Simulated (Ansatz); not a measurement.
Frontier orbitals of CH₃BClGa.

Z-matrix (Å, degrees):
```
C
B 1 1.456
Ga 1 2.396 2 74.4
Cl 1 1.777 2 121.7 3 -60.8
H 1 1.083 2 129.2 3 116.6
H 2 1.196 1 120.7 3 -116.3
H 2 1.216 1 119.6 3 58.3
```

The species carries charge 0 and has multiplicity 1. Correlated methods include outer-core shells of Ga, which these sets cover unevenly. Scalar relativity is left out up to krypton. The bonds changed during the relaxation, so this is another structure than the one it started from. The structure was optimised at the PBE0-D4/def2-TZVP level. Basis def2-TZVPP, the Gaussian-basis code of Ansatz.

```json
{"functional": "LDA (SPW92)", "HOMO (eV)": "-5.83", "LUMO (eV)": "-2.80", "gap (eV)": "3.03"}
{"functional": "PBE", "HOMO (eV)": "-5.63", "LUMO (eV)": "-2.56", "gap (eV)": "3.07"}
{"functional": "BLYP", "HOMO (eV)": "-5.46", "LUMO (eV)": "-2.44", "gap (eV)": "3.02"}
{"functional": "PBE0", "HOMO (eV)": "-6.58", "LUMO (eV)": "-1.80", "gap (eV)": "4.78"}
{"functional": "r2SCANh", "HOMO (eV)": "-6.19", "LUMO (eV)": "-2.13", "gap (eV)": "4.06"}
{"functional": "HSE06 (plane-wave form)", "HOMO (eV)": "-6.19", "LUMO (eV)": "-2.17", "gap (eV)": "4.02"}
{"functional": "ωB97M-V", "HOMO (eV)": "-8.61", "LUMO (eV)": "-0.04", "gap (eV)": "8.57"}
```

A quarter of exact exchange (PBE0) shifts PBE's HOMO by −0.94 eV and its LUMO by +0.75 eV; full exchange at long range (ωB97M-V) shifts them by −2.98 and +2.51 eV. The gap opens from 3.08 to 8.57 eV, since occupied levels lose self-interaction and empty ones feel all the electrons.
